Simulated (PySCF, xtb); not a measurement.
Cu(Cl) anion (ClCu), SMILES [Cl][Cu] (connectivity only; charge and spin as stated), charge -1, multiplicity 2.

Harmonic wavenumbers (cm⁻¹) from xtb with GFN2-xTB at its own minimum, in rising order: 220.

**Question.** What does PBE0-D3(BJ)/def2-TZVPD in PySCF 2.14.0 give at its own minimum? (The exact figures need the calculation; the answer reports its results.)

**Answer.** 276. Paired by order, the mean absolute difference is 56 cm⁻¹ and the zero-point energies are 0.3 and 0.4 kcal/mol.
